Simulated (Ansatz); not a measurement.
One arrangement of a pair

The pair of H2 (SMILES [H][H], atoms 1–2) and CH6Si (SMILES C[SiH3], atoms 3–10), both closed shells, in one local arrangement (a lower one may exist), relaxed at PBE0-D4/def2-TZVP:

| atom | x (Å) | y (Å) | z (Å) |
| --- | --- | --- | --- |
| H1 | -0.1285 | 0.4314 | -2.6770 |
| H2 | 0.1881 | -0.1685 | -2.9885 |
| C3 | -0.2955 | -0.9774 | 0.7204 |
| Si4 | 0.2510 | 0.8111 | 0.6972 |
| H5 | -0.3156 | -1.3890 | -0.2909 |
| H6 | -1.2971 | -1.0713 | 1.1459 |
| H7 | 0.3866 | -1.5831 | 1.3210 |
| H8 | 1.6162 | 0.9393 | 0.1198 |
| H9 | 0.2731 | 1.3722 | 2.0754 |
| H10 | -0.6783 | 1.6353 | -0.1232 |

Ansatz 0.2.0; basis: def2-TZVPPD, with def2-QZVPPD for the basis limit; cores frozen in the correlated methods. B3LYP uses VWN-RPA correlation. Extrapolation: Hartree–Fock as exp(−7.88 √X), correlation as X^−2.97. Interaction energies count from these two fragments, frozen as in the pair, with the counterpoise correction; negative means bound.

What is the interaction energy by CCSD(T) at an estimated basis limit (MP2 extrapolated from triple and quadruple zeta, plus CCSD(T) − MP2 in triple zeta)? (To be estimated.)

The calculation gives: -1.8 kJ/mol. Hartree–Fock alone gives 1.2 kJ/mol at the basis limit, so without correlation the pair would not bind at this distance. It counts from the two fragments frozen as in the pair.

The same quantity by other methods in triple zeta, and each one's difference from that estimate:
| method | E_int (kJ/mol) | difference |
| --- | --- | --- |
| PBE-D4 | -2.9 | -1.1 |
| revPBE-D4 | -2.3 | -0.5 |
| BLYP-D4 | -1.2 | 0.6 |
| r2SCAN-D4 | -1.0 | 0.8 |
| B97M-V | -1.9 | -0.1 |
| PBE0-D4 | -2.5 | -0.7 |
| B3LYP-D4 | -1.6 | 0.2 |
| HSE06-D4 | -2.5 | -0.7 |
| wB97X-V | -2.0 | -0.2 |
| wB97M-V | -1.7 | 0.1 |
| B2PLYP | 0.0 | 1.9 |
| HF | 1.2 | 3.1 |
| MP2 | -1.3 | 0.5 |
| CCSD | -1.2 | 0.7 |
| CCSD(T) | -1.5 | 0.3 |
Differences are method less estimate.

Which atoms make the shortest contact between the fragments?

H1 and H10, 2.88 Å apart.

Basis-set superposition shift (counterpoise-corrected less uncorrected): CCSD(T) 0.4; MP2 0.4; HF 0.1; PBE0-D4 0.1; wB97M-V 0.1 kJ/mol.

T1 diagnostic: at most 0.010.

For scale, one of the runs: CCSD(T)/def2-TZVPPD, 221 basis functions, launched by `ansatz run in.yaml --threads 2 --pin off --events-out ev --progress --plain --max-ram 5222MiB`. Time: 17 s of wall clock on 2 CPU threads; the host was shared. Peak host memory: 3.5 GiB.
